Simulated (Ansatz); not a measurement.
Input for Ansatz (a first-principles code): U-CCSD(T)/def2-SVP on Cl2Nb (SMILES [Cl][Nb][Cl]), 2S+1 = 2, a spin state set in the input, which need not be the lowest. Elements past Kr take the def2 small-core potentials; no spin–orbit coupling.

Ansatz 0.2 input:
```yaml
crystal:
  periodic: [false, false, false]
  atoms:
    - {symbol: Nb, position_ang: [0.27792380, 0.10722584, 0.04329085]}
    - {symbol: Cl, position_ang: [-0.31297333, 1.59579813, -1.60265088]}
    - {symbol: Cl, position_ang: [0.00188081, -1.65565237, 1.48904040]}
basis:
  gaussian:
    orbitals: def2-SVP
magnetization: {spin_polarized: true, initial_magnetization: 1}
correlation: {method: ccsd_t, electrons: valence}
```

It printed:

```
WARN ansatz: RAYON_NUM_THREADS=4 ignored (pool sized by the plan → 4); use --threads N
Functional definition: HF
integrals: 0.06 GiB planned
643 factors; integrals over basis functions are off by at most 7.3e-4 eV
mean field: 0.26 GiB planned
mean field evaluation 1: about -26531.4236 eV, gradient 1.9e1 eV
mean field evaluation 2: about -26531.5235 eV, gradient 1.9e1 eV
mean field evaluation 4: about -26534.8906 eV, gradient 2.7e0 eV
mean field evaluation 8: about -26535.0678 eV, gradient 1.4e-1 eV
mean field evaluation 16: about -26535.9903 eV, gradient 9.3e-1 eV
mean field evaluation 32: about -26535.0686 eV, gradient 1.3e-1 eV
mean field evaluation 64: about -26535.2436 eV, gradient 1.2e0 eV
mean field evaluation 96: about -26536.0264 eV, gradient 1.8e-1 eV
mean field evaluation 128: about -26536.0322 eV, gradient 4.7e-4 eV
mean field evaluation 160: about -26535.2213 eV, gradient 1.4e-1 eV
mean field evaluation 192: about -26535.4124 eV, gradient 1.7e-2 eV
mean field evaluation 224: about -26535.3267 eV, gradient 4.7e-1 eV
mean field evaluation 256: about -26536.0241 eV, gradient 2.7e-1 eV
mean field evaluation 288: about -26536.0071 eV, gradient 2.4e-1 eV
mean field evaluation 320: about -26536.0320 eV, gradient 5.7e-3 eV
mean field evaluation 352: about -26535.7950 eV, gradient 6.7e0 eV
mean field evaluation 384: about -26536.0173 eV, gradient 8.4e-1 eV
mean field evaluation 416: about -26535.2233 eV, gradient 5.4e-1 eV
mean field evaluation 448: about -26536.0319 eV, gradient 3.3e-3 eV
mean field evaluation 480: about -26536.0281 eV, gradient 8.3e-1 eV
mean field evaluation 512: about -26536.0263 eV, gradient 1.0e0 eV
mean field evaluation 544: about -26536.0321 eV, gradient 1.9e-3 eV
mean field evaluation 576: about -26536.0099 eV, gradient 6.0e-1 eV
mean field evaluation 608: about -26536.0305 eV, gradient 7.7e-3 eV
mean field evaluation 640: about -26535.2331 eV, gradient 3.5e-1 eV
mean field evaluation 672: about -26535.7303 eV, gradient 1.9e0 eV
mean field evaluation 704: about -26535.2774 eV, gradient 1.6e0 eV
mean field evaluation 736: about -26536.0228 eV, gradient 2.8e-6 eV
mean field evaluation 768: about -26536.0321 eV, gradient 1.9e-3 eV
mean field evaluation 800: about -26531.4291 eV, gradient 1.3e1 eV
mean field evaluation 832: about -26536.0243 eV, gradient 2.4e-1 eV
mean field evaluation 864: about -26536.0317 eV, gradient 7.0e-2 eV
mean field evaluation 896: about -26535.3745 eV, gradient 1.9e-1 eV
mean field evaluation 928: about -26535.2217 eV, gradient 1.3e-2 eV
mean field evaluation 960: about -26535.0234 eV, gradient 1.2e0 eV
mean field evaluation 992: about -26535.1145 eV, gradient 1.8e-1 eV
mean field evaluation 1024: about -26533.3917 eV, gradient 9.5e0 eV
mean field evaluation 1056: about -26535.0290 eV, gradient 6.3e-1 eV
mean field evaluation 1088: about -26535.0777 eV, gradient 2.8e-1 eV
mean field evaluation 1120: about -26535.0251 eV, gradient 6.5e-1 eV
mean field evaluation 1152: about -26535.0792 eV, gradient 3.5e-1 eV
mean field evaluation 1184: about -26534.7944 eV, gradient 8.8e-1 eV
mean field evaluation 1216: about -26534.6719 eV, gradient 1.3e-1 eV
mean field evaluation 1248: about -26534.1477 eV, gradient 9.3e-2 eV
mean field evaluation 1280: about -26533.3961 eV, gradient 1.8e-1 eV
mean field evaluation 1312: about -26534.1436 eV, gradient 2.1e-1 eV
mean field evaluation 1344: about -26533.3078 eV, gradient 1.1e0 eV
mean field evaluation 1376: about -26533.6561 eV, gradient 8.4e0 eV
mean field evaluation 1408: about -26535.1658 eV, gradient 4.5e-1 eV
mean field evaluation 1440: about -26535.3146 eV, gradient 1.1e-2 eV
mean field evaluation 1472: about -26535.8134 eV, gradient 3.4e-1 eV
mean field evaluation 1504: about -26535.0177 eV, gradient 6.6e-1 eV
mean field evaluation 1536: about -26534.2199 eV, gradient 5.4e0 eV
mean field evaluation 1568: about -26534.4409 eV, gradient 1.2e-2 eV
mean field evaluation 1600: about -26535.2386 eV, gradient 1.3e-1 eV
mean field evaluation 1632: about -26534.5132 eV, gradient 1.7e-3 eV
mean field evaluation 1664: about -26535.0804 eV, gradient 3.9e-3 eV
mean field evaluation 1696: about -26534.2433 eV, gradient 1.6e-2 eV
mean field evaluation 1728: about -26534.4205 eV, gradient 5.9e-2 eV
mean field evaluation 1760: about -26534.3607 eV, gradient 1.0e1 eV
mean field evaluation 1792: about -26535.3009 eV, gradient 1.6e0 eV
mean field evaluation 1824: about -26535.0724 eV, gradient 2.6e-1 eV
mean field evaluation 1856: about -26533.8556 eV, gradient 7.7e0 eV
mean field evaluation 1888: about -26535.8186 eV, gradient 2.8e-2 eV
mean field evaluation 1920: about -26535.2363 eV, gradient 6.1e-2 eV
mean field evaluation 1952: about -26534.7578 eV, gradient 4.0e0 eV
mean field evaluation 1984: about -26535.2608 eV, gradient 3.0e-1 eV
mean field evaluation 2016: about -26535.2458 eV, gradient 3.1e-1 eV
mean 
[...]
tion 3584: about -26533.2288 eV, gradient 6.7e0 eV
mean field evaluation 3616: about -26533.1891 eV, gradient 6.7e-4 eV
mean field evaluation 3648: about -26530.4142 eV, gradient 1.3e1 eV
mean field evaluation 3680: about -26535.2869 eV, gradient 7.5e-1 eV
mean field evaluation 3712: about -26536.0320 eV, gradient 3.6e-2 eV
mean field evaluation 3744: about -26535.2458 eV, gradient 1.6e-1 eV
mean field evaluation 3776: about -26534.4858 eV, gradient 1.1e1 eV
mean field evaluation 3808: about -26533.2627 eV, gradient 1.1e1 eV
mean field evaluation 3840: about -26535.1878 eV, gradient 5.5e-1 eV
mean field evaluation 3872: about -26534.5886 eV, gradient 5.5e-1 eV
mean field evaluation 3904: about -26533.9344 eV, gradient 6.0e-1 eV
mean field -26536.03216543 eV, -975.1811953111 hartree, gradient 4.1e-6 eV, S^2 1.743541; 70 other end points of the search recorded, 0 dependent functions left out
determinant -26536.03216543 eV, -975.1811953111 hartree, with singles and doubles -26549.84139955 eV, -975.6886753045 hartree
determinant -26536.02283690 eV, -975.1808524937 hartree, with singles and doubles -26549.83371653 eV, -975.6883929590 hartree
determinant -26535.81836575 eV, -975.1733383174 hartree, with singles and doubles -26549.64080841 eV, -975.6813037163 hartree
determinant -26535.81766383 eV, -975.1733125224 hartree, with singles and doubles -26549.63996845 eV, -975.6812728481 hartree
determinant -26535.38106139 eV, -975.1572676786 hartree, with singles and doubles -26548.96342033 eV, -975.6564101636 hartree
determinant -26535.35694881 eV, -975.1563815580 hartree, with singles and doubles -26548.94825888 eV, -975.6558529905 hartree
determinant -26535.31462313 eV, -975.1548261179 hartree, with singles and doubles -26548.84755726 eV, -975.6521522742 hartree
determinant -26535.28682521 eV, -975.1538045630 hartree, with singles and doubles -26548.96698132 eV, -975.6565410274 hartree
determinant -26535.27936871 eV, -975.1535305418 hartree, with singles and doubles -26548.87959166 eV, -975.6533295167 hartree
determinant -26535.24657266 eV, -975.1523253091 hartree, with singles and doubles -26548.89359082 eV, -975.6538439764 hartree
determinant -26535.23626441 eV, -975.1519464880 hartree, with singles and doubles -26549.48038953 eV, -975.6754084310 hartree
determinant -26535.23469589 eV, -975.1518888459 hartree, with singles and doubles -26548.86799604 eV, -975.6529033855 hartree
determinant -26535.22555347 eV, -975.1515528682 hartree, with singles and doubles -26548.77793311 eV, -975.6495936338 hartree
determinant -26535.22174498 eV, -975.1514129089 hartree, with singles and doubles -26548.64775079 eV, -975.6448095218 hartree
determinant -26535.12314203 eV, -975.1477893170 hartree, with singles and doubles -26548.80451622 eV, -975.6505705452 hartree
determinant -26535.12182098 eV, -975.1477407694 hartree, with singles and doubles -26548.59715212 eV, -975.6429500548 hartree
determinant -26535.10565739 eV, -975.1471467684 hartree, with singles and doubles -26549.20118436 eV, -975.6651478302 hartree
determinant -26535.08036953 eV, -975.1462174567 hartree, with singles and doubles -26549.01442124 eV, -975.6582844124 hartree
determinant -26535.07464485 eV, -975.1460070785 hartree, with singles and doubles -26548.73338392 eV, -975.6479564811 hartree
determinant -26535.06350421 eV, -975.1455976678 hartree, with singles and doubles -26548.81177011 eV, -975.6508371207 hartree
determinant -26535.05875792 eV, -975.1454232446 hartree, with singles and doubles -26548.70142826 eV, -975.6467821325 hartree
determinant -26534.75596807 eV, -975.1342959229 hartree, with singles and doubles -26548.47229060 eV, -975.6383614789 hartree
determinant -26534.68080543 eV, -975.1315337468 hartree, with singles and doubles -26548.60423188 eV, -975.6432102312 hartree
determinant -26534.66738857 eV, -975.1310406866 hartree, with singles and doubles -26548.33442503 eV, -975.6332950126 hartree
determinant -26534.51776927 eV, -975.1255422787 hartree, with singles and doubles -26548.44489860 eV, -975.6373548414 hartree
determinant -26534.51319615 eV, -975.1253742194 hartree, with singles and doubles -26548.15890667 eV, -975.6268448317 hartree
determinant -26534.51128338 eV, -975.1253039263 hartree, with singles and doubles -26548.21531156 eV, -975.6289176730 hartree
determinant -26534.45974257 eV, -975.1234098368 hartree, with singles and doubles -26548.12377963 eV, -975.6255539368 hartree
determinant -26534.43604139 eV, -975.1225388343 hartree, with singles and doubles -26548.48656305 eV, -975.6388859817 hartree
determinant -26534.42076603 eV, -975.1219774751 hartree, with singles and doubles -26548.09713779 eV, -975.6245748672 hartree
determinant -26534.39465611 eV, -975.1210179533 hartree, with singles and doubles -26548.10448478 eV, -975.6248448642 hartree
determinant -26534.30653731 eV, -975.1177796471 hartree, with singles and doubles -26548.20099033 eV, -975.6283913776 hartree
determinant -26534.28799685 eV, -975.1170982979 hartree, with singles and doubles -26548.43364342 eV, -975.6369412210 hartree
determinant -26534.24334744 eV, -975.1154574621 hartree, with singles and doubles -26547.96551032 eV, -975.6197376468 hartree
determinant -26534.16258569 eV, -975.1124895227 hartree, with singles and doubles -26548.29198209 eV, -975.6317352631 hartree
determinant -26534.14789139 eV, -975.1119495173 hartree, with singles and doubles -26547.50214636 eV, -975.6027093354 hartree
determinant -26534.14631760 eV, -975.1118916814 hartree, with singles and doubles -26547.51057685 eV, -975.6030191502 hartree
determinant -26534.14149696 eV, -975.1117145263 hartree, with singles and doubles -26547.49948869 eV, -975.6026116680 hartree
determinant -26534.13333284 eV, -975.1114145005 hartree, with singles and doubles -26547.48848621 eV, -975.6022073343 hartree
determinant -26534.13257165 eV, -975.1113865270 hartree, with singles and doubles -26547.46917633 eV, -975.6014977092 hartree
determinant -26533.49134638 eV, -975.0878219329 hartree, with singles and doubles -26547.11572056 eV, -975.5885084491 hartree
determinant -26533.42122646 eV, -975.0852450734 hartree, with singles and doubles -26547.14577302 eV, -975.5896128568 hartree
determinant -26533.39607658 eV, -975.0843208325 hartree, with singles and doubles -26547.12287669 eV, -975.5887714322 hartree
determinant -26533.18912342 eV, -975.0767154442 hartree, with singles and doubles -26546.83051890 eV, -975.5780274817 hartree
determinant -26536.03216543 eV, -975.1811953111 hartree, with singles and doubles -26549.89843125 eV, -975.6907711807 hartree
determinant -26536.02283690 eV, -975.1808524937 hartree, with singles and doubles -26549.89318880 eV, -975.6905785245 hartree
determinant -26535.81836575 eV, -975.1733383174 hartree, with singles and doubles -26549.73696539 eV, -975.6848374202 hartree
determinant -26535.81766383 eV, -975.1733125224 hartree, with singles and doubles -26549.73605290 eV, -975.6848038866 hartree
determinant -26535.23626441 eV, -975.1519464880 hartree, with singles and doubles -26549.58728284 eV, -975.6793366879 hartree
mean field evaluation 3936: about -26535.2363 eV, gradient 6.3e-6 eV
10 core orbitals not correlated
reference -26535.23626444 eV, -975.1519464890 hartree; 14, 13 occupied and 43, 44 virtual orbitals, 643 factors
second order -13.20407235 eV of doubles, -0.00000000 eV of singles
coupled cluster: 0.29 GiB planned
cycle   1  -14.35102144 eV  change   -3.0e-6 eV  update   5.4e-5
cycle   2  -14.35101718 eV  change    4.3e-6 eV  update   1.4e-5
coupled cluster: 0.29 GiB planned
perturbative correction -0.87844746 eV, -0.0322823487 hartree
WARN: the results are in doubt because among natural orbitals the method converges to other amplitudes
Total energy: -26550.46572908 eV, -975.7116189916 hartree
In doubt: among natural orbitals the method converges to other amplitudes
```

The run converged. Its determinant has ⟨S²⟩ = 1.75, a mixture of spin states.

Warnings raised: other amplitudes.

Cost: roughly 8 core-minutes.
